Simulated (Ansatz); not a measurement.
Cost and result up the ladder for MoH₄ (5 atoms). Charge 0, multiplicity 3. Geometry: r2SCAN-D4/def2-TZVP.

Cartesian coordinates in Å:
```
Mo 0.0000 0.0000 0.0000
H 1.0384 -1.3278 -0.1001
H 0.7630 1.2491 0.8421
H -1.4100 -0.4482 0.8139
H -0.3914 0.5270 -1.5559
```

Ansatz on 2 threads of AMD EPYC 7R13 on a shared host. Times are rough, and most runs start from the orbitals of an earlier one. PBE0-D4/def2-TZVPD serves as the yardstick here, not as an exact answer. Differences are given only for rows in sets of like size (and for xTB, whose basis is part of the method), since another set adds its own error. Binding counts from free atoms at the same level (Mo septet, H doublet; other spins of the atoms weren't run), without zero-point energy or a counterpoise term.

In the def2 sets Mo takes a core potential; there is no spin–orbit coupling. HSE06 is defined as in plane-wave codes, on full-range PBE exchange. Correlated methods freeze no core orbitals; core or outer-core shells of Mo are correlated, in sets that lack core-valence functions.

Correlated methods converge slowly with the basis.

| level | functions | wall time |
| --- | --- | --- |
| HF/def2-TZVP | 64 | 0.35 s |
| MP2/def2-TZVP | 64 | 0.4 s |
| LDA (SPW92)/def2-TZVP | 64 | 0.5 s |
| PBE-D4/def2-SVP | 51 | 0.7 s |
| PBE0-D4/def2-SVP | 51 | 0.81 s |
| PBE-D4/def2-TZVP | 64 | 0.86 s |
| BHLYP-D4/def2-TZVP | 64 | 0.96 s |
| PBE0-D4/def2-TZVPD | 76 | 1 s |
| HSE06-D4/def2-TZVP (with forces) | 64 | 1.2 s |
| PBE0-D4/def2-TZVP | 64 | 1.3 s |
| r2SCAN-D4/def2-TZVP | 64 | 1.4 s |
| r2SCAN-D4/def2-TZVPD | 76 | 1.8 s |
| CCSD(T)/def2-TZVPD | 76 | 6 s |
| CCSD(T)/def2-TZVPP | 112 | 18 s |

**Question.** Estimate what each level gives for the binding energy per atom (eV).

**Answer.** 
```
                           level  binding energy per atom (eV)  difference from PBE0-D4/def2-TZVPD (eV)
                    HF/def2-TZVP                          1.06                                    -0.95
                   MP2/def2-TZVP                          1.76                                    -0.24
           LDA (SPW92)/def2-TZVP                          2.42                                     0.42
                 PBE-D4/def2-SVP                          2.13                                        –
                PBE0-D4/def2-SVP                          2.00                                        –
                PBE-D4/def2-TZVP                          2.12                                     0.12
              BHLYP-D4/def2-TZVP                          2.05                                     0.04
              PBE0-D4/def2-TZVPD                          2.00                                     0.00
HSE06-D4/def2-TZVP (with forces)                          2.00                                     0.00
               PBE0-D4/def2-TZVP                          2.00                                     0.00
             r2SCAN-D4/def2-TZVP                          2.05                                     0.05
            r2SCAN-D4/def2-TZVPD                          2.05                                     0.05
              CCSD(T)/def2-TZVPD                          1.97                                    -0.03
              CCSD(T)/def2-TZVPP                          2.03                                     0.03
```
